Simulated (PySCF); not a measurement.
## XPS shifts beside NMR shieldings

Species: C₅H₉PS.
Atom-mapped SMILES: `[CH3:1][C:2]1=[CH:3][CH2:4][CH2:5][P@@H:6]1=[S:7]`

Binding energies: PySCF 2.14.0, delta-SCF UKS SCAN, pcX-2 on the ionised atom, pcseg-1 elsewhere, spin-free X2C. Shieldings: GIAO CAM-B3LYP/pcSseg-1, non-relativistic, same geometry.

```tsv
atom	isotropic shielding (ppm)
C1	167.7
C2	33.8
C3	33.5
C4	151.8
C5	147.4
```

Task: What are the C 1s binding energies of these atoms?

Result: 
```json
{"atom": "C2", "environment": "fully substituted alkene carbon", "C 1s (eV)": "290.48", "isotropic shielding (ppm)": "33.8"}
{"atom": "C3", "environment": "alkene CH carbon", "C 1s (eV)": "290.63", "isotropic shielding (ppm)": "33.5"}
{"atom": "C5", "environment": "sp3 carbon bound to phosphorus", "C 1s (eV)": "290.89", "isotropic shielding (ppm)": "147.4"}
{"atom": "C1", "environment": "allylic carbon", "C 1s (eV)": "291.00", "isotropic shielding (ppm)": "167.7"}
{"atom": "C4", "environment": "allylic carbon", "C 1s (eV)": "291.30", "isotropic shielding (ppm)": "151.8"}
```

By binding energy: C2 < C3 < C5 < C1 < C4. By shielding: C3 ≈ C2 < C5 < C4 < C1.

One conformer (not necessarily the lowest) at the PBE0-D3(BJ)/def2-SVP geometry, without solvent, vibrations or thermal averaging.
